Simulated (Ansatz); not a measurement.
Several settings on one geometry of [GaBrH3]- (GaH3Br⁻) (that of the charge -1 singlet, r2SCAN-D4/def2-TZVPD). Ansatz on 4 threads of Arm Neoverse V1 on a shared host; times are rough.

```
atom   x (Å)   y (Å)   z (Å)
 Ga1  -0.001   0.002  -0.253
 Br2   0.013  -0.021   2.228
  H3   1.539   0.011  -0.667
  H4  -0.779   1.340  -0.641
  H5  -0.771  -1.332  -0.666
```

Totals from different functionals, basis sets or treatments of relativity can't be compared as stabilities.

DK, ANO-RCC and x2c sets are all-electron and run with scalar relativity unless a key says otherwise.

(1) Give the basis size and estimate the energy, ⟨S²⟩ and time of these runs.

| run | method | charge | state | further keys |
| --- | --- | --- | --- | --- |
| 1 | UKS CAM-B3LYP-D3(BJ)-ATM/ANO-RCC-VTZP | -1 | singlet | fitting: {mean_field: def2-universal-jkfit}; final_grid: {core_spheres: 20, valence_spheres: 16, degree: 47}; pseudopotentials: {relativity: none}; scf: {lower_state_search: off}; forces asked |
| 2 | RKS B97M-V/cc-pVTZ-DK | -1 | singlet | forces asked |
| 3 | RKS CAM-B3LYP-D3(BJ)-ATM/def2-mTZVPP | -1 | singlet | fitting: {mean_field: cc-pVTZ-jkfit}; scf: {omitted_lower_state_checks: [starts]} |

## Answers

(1) 
| run | functions | energy (Eh) | ⟨S²⟩ | wall time |
| --- | --- | --- | --- | --- |
| 1 | 128 | -4468.4586 | 0.00 | 3.8 s |
| 2 | 128 | -4551.0058 | – | 4 s |
| 3 | 87 | -4501.1550 | – | 0.65 s |

The highest occupied level of an anion often lies above zero with these methods, and sets without diffuse functions describe the outer electron poorly. At UKS CAM-B3LYP-D3(BJ)-ATM/ANO-RCC-VTZP the program marks the result for the charge -1 singlet as doubtful (missing relativity).
